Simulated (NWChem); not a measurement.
All runs are NWChem calculations. System: H$_{4}$SiSn, charge 0, spin multiplicity 1, at a geometry optimised with PBE/def2-SVP with def2 effective core potentials on Sn. The structure started from a generated list of species. Level: CCSD(T)/def2-SVP with def2 effective core potentials on Sn, 9 core orbitals frozen.

The NWChem input:

```
start mol
memory heap 100 mb stack 700 mb global 1900 mb
geometry units angstroms nocenter noautoz
  Sn     0.436697    -0.543425     0.000000
  H     -1.074130    -1.525962     0.000000
  Si    -1.157966     1.611517     0.000000
  H     -2.059597     1.600983     1.214658
  H     -2.059597     1.600983    -1.214658
  H     -0.430010     2.933998     0.000000
  symmetry group Cs
end
basis spherical
  * library def2-svp
end
ecp
  Sn library def2-ecp
end
scf
  rhf
  nopen 0
  maxiter 100
  thresh 1e-7
  semidirect memsize 60000000 filesize 0
end
ccsd
  freeze core 9
  maxiter 60
end
task ccsd(t) energy
```

Output (cleaned and shortened):

```
             Northwest Computational Chemistry Package (NWChem) 7.3.0
             --------------------------------------------------------

                                NWChem Input Module
                                -------------------

 Scaling coordinates for geometry "geometry" by  1.889725989
 (inverse scale =  0.529177249)

 Turning off AUTOSYM since
 SYMMETRY directive was detected!

                             Geometry "geometry" -> ""
                             -------------------------

 Output coordinates in angstroms (scale by  1.889725989 to convert to a.u.)

  No.       Tag          Charge          X              Y              Z
 ---- ---------------- ---------- -------------- -------------- --------------
    1 Sn                  50.0000     0.43669700    -0.54342500     0.00000000
    2 H                    1.0000    -1.07413000    -1.52596200     0.00000000
    3 Si                  14.0000    -1.15796600     1.61151700     0.00000000
    4 H                    1.0000    -2.05959700     1.60098300     1.21465800
    5 H                    1.0000    -2.05959700     1.60098300    -1.21465800
    6 H                    1.0000    -0.43001000     2.93399800     0.00000000

 Effective nuclear repulsion energy (a.u.)     193.4619313507

            Nuclear Dipole moment (a.u.)
            ----------------------------
        X                 Y               Z
 ---------------- ---------------- ----------------
    -0.0000151178    -0.0000188973     0.0000000000

      Symmetry information
      --------------------

 Group name             Cs
 Group number              2
 Group order               2
 No. of unique centers     5

      Symmetry unique atoms

     1    2    3    4    6


 Summary of "ao basis" -> "" (spherical)
 ------------------------------------------------------------------------------
       Tag                 Description            Shells   Functions and Types
 ---------------- ------------------------------  ------  ---------------------
 *                          def2-svp                  on all atoms

 Summary of "ao basis" -> "ao basis" (spherical)
 ------------------------------------------------------------------------------
       Tag                 Description            Shells   Functions and Types
 ---------------- ------------------------------  ------  ---------------------
 Sn                         def2-svp                10       26   4s4p2d
 H                          def2-svp                 3        5   2s1p
 Si                         def2-svp                 8       18   4s3p1d

                                 NWChem SCF Module
                                 -----------------

  ao basis        = "ao basis"
  functions       =    64
  atoms           =     6
  closed shells   =    20
  open shells     =     0
  charge          =   0.00
  wavefunction    = RHF
  use symmetry    = T
  symmetry adapt  = T

 Summary of "ao basis" -> "ao basis" (spherical)
 ------------------------------------------------------------------------------
       Tag                 Description            Shells   Functions and Types
 ---------------- ------------------------------  ------  ---------------------
 Sn                         def2-svp                10       26   4s4p2d
 H                          def2-svp                 3        5   2s1p
 Si                         def2-svp                 8       18   4s3p1d

      Symmetry analysis of basis
      --------------------------

        a'         44
        a"         20

 Forming initial guess at       0.2s

      Superposition of Atomic Density Guess
      -------------------------------------

 Sum of atomic energies:        -539.83140338

      Non-variational initial energy
      ------------------------------

 Total energy =    -504.239888
 1-e energy   =    -968.407461
 2-e energy   =     368.888115
 HOMO         =      -0.209258
 LUMO         =      -0.085045

      Symmetry analysis of molecular orbitals - initial
      -------------------------------------------------

  Numbering of irreducible representations:

     1 a'          2 a"

  Orbital symmetries:

     1 a'          2 a'          3 a'          4 a'          5 a"
     6 a'          7 a'          8 a'          9 a"         10 a'
    11 a'         12 a'         13 a"         14 a"         15 a'
    16 a'         17 a'         18 a"         19 a'         20 a'
    21 a"         22 a'         23 a'         24 a'         25 a"
    26 a'         27 a'         28 a'         29 a'         30 a"

 Starting SCF solution at       1.3s

 ----------------------------------------------
         Quadratically convergent ROHF

 Convergence threshold     :          1.000E-07
 Maximum no. of iterations :          100
 Final Fock-matrix accuracy:          1.000E-09
 ----------------------------------------------

              iter       energy          gnorm     gmax       time
             ----- ------------------- --------- --------- --------
                 1     -504.4576380529  3.73D-01  1.17D-01      1.3
                 2     -504.4792940191  1.19D-01  3.04D-02      1.4
                 3     -504.4818015368  6.00D-03  2.19D-03      1.5
                 4     -504.4818100247  1.31D-05  4.49D-06      1.6
                 5     -504.4818100248  1.82D-09  5.89D-10      1.8

       Final RHF  results
       ------------------

         Total SCF energy =   -504.481810024762
      One-electron energy =   -969.332555736133
      Two-electron energy =    369.571287516951
 Nuclear repulsion energy =     95.279458194420

        Time for solution =      0.5s
[...]
     2   0 0 2    -28.593971      0.000000     10.537454

                   Four-Index Transformation
                   -------------------------
          Number of basis functions:             64
          Number of shells:                      30
          Number of occupied orbitals:           20
          Number of occ. correlated orbitals:    11
          Block length:                          16
          Superscript MO index range:     10 -   20
          Subscript MO index range:       10 -   64
          MO coefficients read from:  ./mol.movecs
          Number of operator matrices in core:  132
          Half-transformed integrals produced

     Pass:    1     Index range:   10  -   20     Time:      3.57
 ------------------------------------------
 MP2 Energy (coupled cluster initial guess)
 ------------------------------------------
 Reference energy:           -504.481810024762069
 MP2 Corr. energy:             -0.197392036785828
 Total MP2 energy:           -504.679202061547926

 ****************************************************************************
              the segmented parallel ccsd program:    1 nodes
 ****************************************************************************

 level of theory    ccsd(t)
 number of core         9
 number of occupied    11
 number of virtual     44
 number of deleted      0
 total functions       64
 number of shells      30
 basis label          566

   ***** ccsd parameters *****
   iprt   =     0
   convi  =  0.100E-05
   maxit  =    60
   mxvec  =     5
 memory            104843756
  Using  1 OpenMP thread(s) in CCSD
  IO offset    20.000000000000000
  IO error message >End of File
  file_read_ga: failing reading from ./mol.t2
  Failed reading restart vector from ./mol.t2
  Using MP2 initial guess vector

-------------------------------------------------------------------------
 iter     correlation     delta       rms       T2     Non-T2      Main
             energy      energy      error      ampl     ampl      Block
                                                time     time      time
-------------------------------------------------------------------------
   1     -0.2281517869 -2.282D-01  1.457D-01     5.14     0.00     4.88
   2     -0.2370443115 -8.893D-03  8.328D-02     5.82     0.00     5.57
   3     -0.2410785454 -4.034D-03  9.764D-03     5.53     0.00     5.35
   4     -0.2417150355 -6.365D-04  3.942D-03     5.91     0.00     5.71
   5     -0.2417873463 -7.231D-05  2.110D-03     6.15     0.00     5.87
   6     -0.2417650633  2.228D-05  1.745D-04     6.56     0.00     6.31
   7     -0.2417589093  6.154D-06  6.781D-05     6.23     0.00     6.01
   8     -0.2417559049  3.004D-06  4.300D-05     5.78     0.00     5.59
   9     -0.2417576306 -1.726D-06  5.159D-05     5.39     0.00     5.20
  10     -0.2417583961 -7.655D-07  2.095D-05     5.56     0.00     5.33
  11     -0.2417585876 -1.915D-07  2.318D-06     5.63     0.00     5.41
  12     -0.2417586254 -3.779D-08  3.929D-06     5.34     0.00     5.14
  13     -0.2417586171  8.267D-09  3.599D-07     5.14     0.00     4.95
                  *************converged*************
-------------------------------------------------------------------------

 -----------
 CCSD Energy
 -----------
 Reference energy:            -504.481810024762069
 CCSD corr. energy:             -0.241758617088157
 Total CCSD energy:           -504.723568641850250

 --------------------------------
 Spin Component Scaled (SCS) CCSD
 --------------------------------
 Same spin contribution:                 -0.034640237081548
 Same spin scaling factor:                1.130000000000000
 Opposite spin contribution:             -0.207118380006610
 Opposite spin scaling fact.:             1.270000000000000
 SCS-CCSD correlation energy:            -0.302183810510543
 Total SCS-CCSD energy:                -504.783993835272611
 memory            104843756

*********triples calculation*********

nkpass=    1; nvpass=    1; memdrv=         128788; memtrn=         769430; memavail=      104843260
 memory available/node                      104843260
 total number of virtual orbitals        44
 number of virtuals per integral pass    44
 number of integral evaluations           1
 number of occupied per triples pass     11
 number of triples passes                 1

 commencing integral evaluation        1 at          77.88
  symmetry use  T
task         2 out of       465 done   0%  at       0.2 secs
task        24 out of       465 done   5%  at       1.0 secs
task        47 out of       465 done  10%  at       1.4 secs
task        70 out of       465 done  15%  at       1.8 secs
task        93 out of       465 done  20%  at       1.9 secs
task       117 out of       465 done  25%  at       2.3 secs
task       151 out of       465 done  32%  at       2.5 secs
task       163 out of       465 done  35%  at       2.7 secs
task       186 out of       465 done  40%  at       2.9 secs
task       210 out of       465 done  45%  at       3.1 secs
task       233 out of       465 done  50%  at       3.5 secs
task       256 out of       465 done  55%  at       3.8 secs
task       279 out of       465 done  60%  at       3.9 secs
task       303 out of       465 done  65%  at       4.1 secs
task       326 out of       465 done  70%  at       4.3 secs
task       353 out of       465 done  75%  at       4.3 secs
task       372 out of       465 done  80%  at       4.5 secs
task       397 out of       465 done  85%  at       4.6 secs
task       419 out of       465 done  90%  at       4.8 secs
task       442 out of       465 done  95%  at       5.0 secs
task       465 out of       465 done 100%  at       5.1 secs
 commencing triples evaluation - blocking       1
 ccsd(t): done        1 out of       44 progress:    2.3%
 ccsd(t): done        2 out of       44 progress:    4.5%
 ccsd(t): done        3 out of       44 progress:    6.8%
 ccsd(t): done        4 out of       44 progress:    9.1%
 ccsd(t): done        5 out of       44 progress:   11.4%
 ccsd(t): done        6 out of       44 progress:   13.6%
 ccsd(t): done        7 out of       44 progress:   15.9%
 ccsd(t): done        8 out of       44 progress:   18.2%
 ccsd(t): done        9 out of       44 progress:   20.5%
 ccsd(t): done       10 out of       44 progress:   22.7%
 ccsd(t): done       11 out of       44 progress:   25.0%
 ccsd(t): done       12 out of       44 progress:   27.3%
 ccsd(t): done       13 out of       44 progress:   29.5%
 ccsd(t): done       14 out of       44 progress:   31.8%
 ccsd(t): done       15 out of       44 progress:   34.1%
 ccsd(t): done       16 out of       44 progress:   36.4%
 ccsd(t): done       17 out of       44 progress:   38.6%
 ccsd(t): done       18 out of       44 progress:   40.9%
 ccsd(t): done       19 out of       44 progress:   43.2%
 ccsd(t): done       20 out of       44 progress:   45.5%
 ccsd(t): done       21 out of       44 progress:   47.7%
 ccsd(t): done       22 out of       44 progress:   50.0%
 ccsd(t): done       23 out of       44 progress:   52.3%
 ccsd(t): done       24 out of       44 progress:   54.5%
 ccsd(t): done       25 out of       44 progress:   56.8%
 ccsd(t): done       26 out of       44 progress:   59.1%
 ccsd(t): done       27 out of       44 progress:   61.4%
 ccsd(t): done       28 out of       44 progress:   63.6%
 ccsd(t): done       29 out of       44 progress:   65.9%
 ccsd(t): done       30 out of       44 progress:   68.2%
 ccsd(t): done       31 out of       44 progress:   70.5%
 ccsd(t): done       32 out of       44 progress:   72.7%
 ccsd(t): done       33 out of       44 progress:   75.0%
 ccsd(t): done       34 out of       44 progress:   77.3%
 ccsd(t): done       35 out of       44 progress:   79.5%
 ccsd(t): done       36 out of       44 progress:   81.8%
 ccsd(t): done       37 out of       44 progress:   84.1%
 ccsd(t): done       38 out of       44 progress:   86.4%
 ccsd(t): done       39 out of       44 progress:   88.6%
 ccsd(t): done       40 out of       44 progress:   90.9%
 ccsd(t): done       41 out of       44 progress:   93.2%
 ccsd(t): done       42 out of       44 progress:   95.5%
 ccsd(t): done       43 out of       44 progress:   97.7%
 ccsd(t): done       44 out of       44 progress:  100.0%
 Time for integral evaluation pass     1        5.17
 Time for triples evaluation pass      1        4.40

 pseudo-e(mp4)  -0.68812260860427E-02
 pseudo-e(mp5)   0.22674744969011E-03
        e(t)    -0.66544786363526E-02

 --------------
 CCSD(T) Energy
 --------------
 Reference energy:                    -504.481810024762069

 CCSD corr. energy:                     -0.241758617088157
 T(CCSD) corr. energy:                  -0.006881226086043
 Total CCSD+T(CCSD) energy:           -504.730449867936272

 CCSD corr. energy:                     -0.241758617088157
 (T) corr. energy:                      -0.006654478636353
 Total CCSD(T) energy:                -504.730223120486585

 routine      calls  cpu(0)   cpu-min  cpu-ave  cpu-max   i/o
 aoccsd          1     0.02     0.02     0.02     0.02    0.00
 iterdrv         1     0.02     0.02     0.02     0.02    0.00
 pampt          13     0.21     0.21     0.21     0.21    0.00
 t2pm           13     0.40     0.40     0.40     0.40    0.00
 sxy            13     0.87     0.87     0.87     0.87    0.00
 ints      2787213    55.94    55.94    55.94    55.94    0.00
 t2eri        6045    11.24    11.24    11.24    11.24    0.00
 idx2         6045     1.96     1.96     1.96     1.96    0.00
 idx34          13     0.16     0.16     0.16     0.16    0.00
 ht2pm          13     0.43     0.43     0.43     0.43    0.00
 itm            13     1.84     1.84     1.84     1.84    0.00
 pdiis          13     0.04     0.04     0.04     0.04    0.00
 triples         1     0.00     0.00     0.00     0.00    0.00
 rdtrpo          1     0.02     0.02     0.02     0.02    0.00
 trpmos          1     5.17     5.17     5.17     5.17    0.00
 trpdrv          1     0.62     0.62     0.62     0.62    0.00
 dovvv       63888     1.61     1.61     1.61     1.61    0.00
 doooo       63888     0.58     0.58     0.58     0.58    0.00
 tengy       58564     1.49     1.49     1.49     1.49    0.00
 Total                82.63    82.63    82.63    82.63    0.00

 Task  times  cpu:       89.3s     wall:       89.3s

 Total times  cpu:       89.4s     wall:       89.4s
```
